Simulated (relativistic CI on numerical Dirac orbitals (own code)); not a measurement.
Radial parameters of W LXVIII

These numbers are calculated, not measured: Dirac-Coulomb-Breit CI, separate exchange-only KLI orbitals for each configuration, model QED (radiative potential, 1s self-energy scaled to tabulated hydrogen-like ionisation energies), unscaled Slater integrals (own radial code, finite nucleus).

Slater integrals F^k, G^k are unscaled and averaged over j, outside the closed core 1s2; ζ comes from projecting the Hamiltonian with its Breit term on Σ l·s of the shell.

- 2s²2p³: F^2(2p,2p) = 1.4138e+06, ζ(2p) = 7.6772e+06 cm⁻¹; <r>(2p) = 0.06632, <r^2>(2p) = 0.005369 (bohr units).
- 2s2p⁴: F^2(2p,2p) = 1.4125e+06, G^1(2s,2p) = 1.5268e+06, ζ(2p) = 7.6599e+06 cm⁻¹; <r>(2s) = 0.07467, <r^2>(2s) = 0.00663, <r>(2p) = 0.06638, <r^2>(2p) = 0.005379 (bohr units).
- 2p⁵: ζ(2p) = 7.6428e+06 cm⁻¹; <r>(2p) = 0.06647, <r^2>(2p) = 0.005393 (bohr units).

Averages of the first 10 configurations, taken without configuration mixing, which lowers the lowest level and can move excited configurations by several eV; other configurations of the list can lie among them:

| Configuration | Parity | States | Average energy above the lowest level (eV) |
| --- | --- | --- | --- |
| 2s²2p³ | odd | 20 | 1421.3 |
| 2s2p⁴ | even | 30 | 2739.9 |
| 2p⁵ | odd | 6 | 4121.0 |
| 2p⁴3s | even | 30 | 13342.2 |
| 2p⁴3p | odd | 90 | 13719.1 |
| 2s²2p²3s | even | 30 | 10715.4 |
| 2p⁴3d | even | 150 | 14022.7 |
| 2s²2p²3p | odd | 90 | 11104.3 |
| 2s²2p²3d | even | 150 | 11407.9 |
| 2s2p³3s | odd | 80 | 11997.3 |
